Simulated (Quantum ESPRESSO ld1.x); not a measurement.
Values are calculated unless marked as measured or tabulated.
Species: Bi74+. Configuration: [He] 2s2 2p5. Level of theory: scalar-relativistic Kohn-Sham, LDA (Slater exchange, VWN5 correlation), spin-polarised, spherical densities, point nucleus; open shells are filled with parallel spins first (ld1.x of Quantum ESPRESSO 7.5).

Radial electron density D(r) = 4 pi r^2 rho(r):

r (bohr)  D(r) (e/bohr)  spin D(r)
0.001752          27.52    0.00335
0.00196           31.76    0.00527
0.002175          36.14    0.00786
0.002413          40.96     0.0116
0.002699          46.65     0.0173
0.002995          52.37     0.0249
0.003323          58.47     0.0356
0.003717          65.39     0.0518
0.004124          72.05     0.0732
0.004576          78.80      0.103
0.005119          85.99      0.147
0.00568           92.38      0.204
0.006302          98.25      0.282
0.007049          103.7      0.397
0.007822          107.7      0.543
0.008679          110.5      0.736
0.009708          111.8       1.01
0.01077           111.4       1.35
0.01195           109.4       1.79
0.01337           105.7       2.40
0.01483           101.2       3.11
0.01646           96.12       3.97
0.01841           90.84       5.10
0.02043           86.89       6.34
0.02267           84.60       7.74
0.02535           84.61       9.39
0.02813           87.17       11.0
0.03122           91.98       12.6
0.03491           98.83       14.1
0.03874           105.5       15.2
0.04299           110.8       15.9
0.04808           113.3       16.0
0.05335           111.3       15.4
0.0592            104.4       14.2
0.06622           91.98       12.3
0.07347           76.89       10.1
0.08153           60.19       7.87
0.09119           42.63       5.54
0.1012            28.47       3.70
0.1123            17.39       2.26
0.1256            9.169       1.20
0.1393            4.520      0.597
0.1546            1.976      0.264
0.1729           0.6983     0.0948
0.1919           0.2281     0.0315
0.2129          0.06325    0.00889
0.2382          0.01298    0.00186
0.2643         0.002419   0.000355
0.2932        0.0003607  0.0000540

D(r) has 2 maxima, at r = 0.00994, 0.0485 bohr, and minima at 0.0240 bohr, inside which lie 2.07 electrons.
